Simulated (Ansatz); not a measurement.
Cost and result for the atomization energy of CH3BClFOSi, SMILES `FB1OC[SiH]1Cl` (9 atoms, 9 bonds).

Z-matrix (Å, degrees):
```
C
Si 1 1.908
O 1 1.465 2 93.0
H 1 1.090 2 116.6 3 -113.2
H 1 1.091 2 117.7 3 113.3
Cl 2 2.053 1 115.4 3 117.5
B 2 2.014 1 69.8 3 2.0
H 2 1.484 1 116.0 3 -115.5
F 7 1.312 2 145.9 1 178.8
```

Total charge 0; spin multiplicity 1. The structure was optimised at the PBE0-D4/def2-TZVP level. Program: Ansatz. All runs use 4 threads of an Arm Neoverse V1 on a shared host. Times are those of one run each, without the atoms' runs, and a repeat can differ threefold. Electronic energies, without spin–orbit coupling; frozen cores. CCSD(T)/CBS adds CCSD(T) − MP2 in def2-TZVPP to the MP2 limit, and its time is that of the two runs behind it. T1 = 0.014. B3LYP takes the VWN-RPA correlation (the form of Gaussian; ORCA's B3LYP/G).

CCSD(T)/CBS is a level of theory with its own doubt, some kJ/mol a heavy atom from the limit and from the frozen cores, so smaller differences don't rank the functionals.

```
                             level  functions  wall time
   PBE-D4/def2-TZVPP (with forces)        250      2.6 s
                PBE0-D4/def2-TZVPP        250      3.4 s
r2SCAN-D4/def2-TZVPP (with forces)        250      4.9 s
 B3LYP-D4/def2-TZVPP (with forces)        250        5 s
                 B2PLYP/def2-TZVPP        250      5.5 s
                ωB97X-V/def2-TZVPP        250      8.5 s
  ωB97M-V/def2-TZVPP (with forces)        250       12 s
                    MP2/def2-QZVPP        458       21 s
                CCSD(T)/def2-TZVPP        250    2.9 min
                 CCSD(T)/CBS(def2)          –    3.2 min
```

Problem. What atomization energy does each give, and how far from CCSD(T)/CBS? (Estimate.)

Solution. The calculation gave: 
```csv
level,atomization (kJ/mol),difference from CCSD(T)/CBS,per bond
PBE-D4/def2-TZVPP (with forces),3700.5,107.3,11.9
PBE0-D4/def2-TZVPP,3616.6,23.4,2.6
r2SCAN-D4/def2-TZVPP (with forces),3631.4,38.2,4.2
B3LYP-D4/def2-TZVPP (with forces),3579.1,-14.1,-1.6
B2PLYP/def2-TZVPP,3555.5,-37.7,-4.2
ωB97X-V/def2-TZVPP,3617.5,24.3,2.7
ωB97M-V/def2-TZVPP (with forces),3619.3,26.1,2.9
MP2/def2-QZVPP,3675.7,82.5,9.2
CCSD(T)/def2-TZVPP,3491.8,-101.4,-11.3
CCSD(T)/CBS(def2),3593.2,0.0,0.0
```

The D4 term adds +35.7 kJ/mol with B3LYP and +18.7 kJ/mol with PBE0; it sums over pairs of atoms, weighted by their polarisabilities, and B3LYP, whose exchange is more repulsive, gets the larger term. In def2-TZVPP, CCSD(T) changes the Hartree–Fock value by +861.3 kJ/mol (the triples alone add +67.0 kJ/mol) and MP2 by +984.9 kJ/mol; breaking electron pairs costs correlation energy, which Hartree–Fock lacks. From PBE to PBE0 (25 % exact exchange), in def2-TZVPP and without D4, the atomization energy moves by −80.6 kJ/mol: exact exchange takes away binding that semilocal exchange gives to molecules.
